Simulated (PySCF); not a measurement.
Compound: C7H8F (doublet state).
Atom-mapped SMILES: `[CH:1]#[C:2][CH2:3]/[C:4](=[CH:5]\[CH2:6])[CH2:7][F:8]` (hydrogens: H9 on C1; H10, H11 on C3; H12 on C5; H13, H14 on C6; H15, H16 on C7)

Structure used (GFN2-xTB), in Å, numbered top down from 1:
```
atom  x, y, z in Å
C1     2.0521    2.0109    0.6654
C2     1.4725    1.2067   -0.0047
C3     0.7443    0.2049   -0.7681
C4    -0.1629   -0.5627    0.1489
C5    -1.5036   -0.2744    0.3392
C6    -2.2161    0.7343   -0.2460
C7     0.5154   -1.6624    0.8996
F8    -0.2585   -2.1878    1.9018
H9     2.5675    2.7275    1.2323
H10    1.4671   -0.4706   -1.2382
H11    0.1708    0.7005   -1.5530
H12   -2.0317   -0.9214    1.0283
H13   -3.2608    0.8608   -0.0302
H14   -1.7720    1.4425   -0.9219
H15    0.7695   -2.5032    0.2342
H16    1.4388   -1.2967    1.3709
```

The hyperfine couplings belong to this conformer and change with its torsions.

Method used: PySCF 2.14.0, UKS B3LYP, pcH-1 on C F H, non-relativistic, mean-field spin-orbit, GIAO. The structure is a single GFN2-xTB conformer in the gas phase; no vibrational or solvent corrections. Couplings are sensitive to structure, and on GFN2-xTB geometries they can be far from those on DFT ones. No stability test was run, so a lower SCF solution isn't excluded. ⟨S²⟩ is 0.775 where a pure state has 0.75.

(1) Break the g tensor into its mass correction, gauge correction and orbital-Zeeman/spin–orbit terms.

(2) What are the electron Larmor frequencies g μB B/h along the three axes at 350 mT?

(3) What effective moment and Curie constant follow for a powder?

(4) In a frozen sample, at which fields do the three g values resonate at 9.5, 34, 94 and 263 GHz (hyperfine left aside), and which band first spreads them over more than twice a line width of 1.0 mT?

Results:

(1) 
```
                    Δg (ppm)     1     2     3
relativistic mass correction  -143  -143  -143
            gauge correction    -2    31    28
   orbital Zeeman/spin–orbit    -5   534   603
                       total  -150   422   487
```

So g = 2.00217, 2.00274, 2.00281 and g_iso = 2.00257; the tensor is close to axial: the two nearest values differ by 10 % of g3 − g1. Axes: g2 points within 6° of the C4–C7 bond.

(2) 9.8080, 9.8108, 9.8111 GHz for g1, g2 and g3, a range of 3.1 MHz.

(3) With the mean of g² = 4.0103 and S(S+1) = 0.75: μ_eff = √(⟨g²⟩S(S+1)) = 1.734 μB and χT = 0.12505·⟨g²⟩·S(S+1) = 0.376 cm³ K/mol (cgs; spin-Hamiltonian part alone).

(4) 
```tsv
band	GHz	B(g3) mT	B(g2) mT	B(g1) mT	spread mT
X	9.5	338.90	338.91	339.01	0.11
Q	34.0	1212.91	1212.95	1213.30	0.39
W	94.0	3353.34	3353.45	3354.40	1.07
J	263.0	9382.21	9382.52	9385.20	2.98
```

The spread grows in proportion to the frequency. J band is the first where it exceeds 2.0 mT.

Largest spin populations (Mulliken): C6 (+0.66), C4 (+0.64) and C5 (-0.26). The positive populations add up to 1.41 and the negative ones to -0.41, together 2S = 1. The angles at C6 add up to 360.0°, so it is planar; its axial dipolar tensor and the negative couplings of its protons fit spin in a p orbital normal to that plane.

The HOMO–LUMO gaps are 5.96 eV among the α and 5.24 eV among the β orbitals.

Time: 2.7 min of wall time (with the writing of density and orbital grids); peak memory 0.98 GiB. Hardware: an Intel Xeon at 2.50 GHz with one thread, no GPU (shared host).
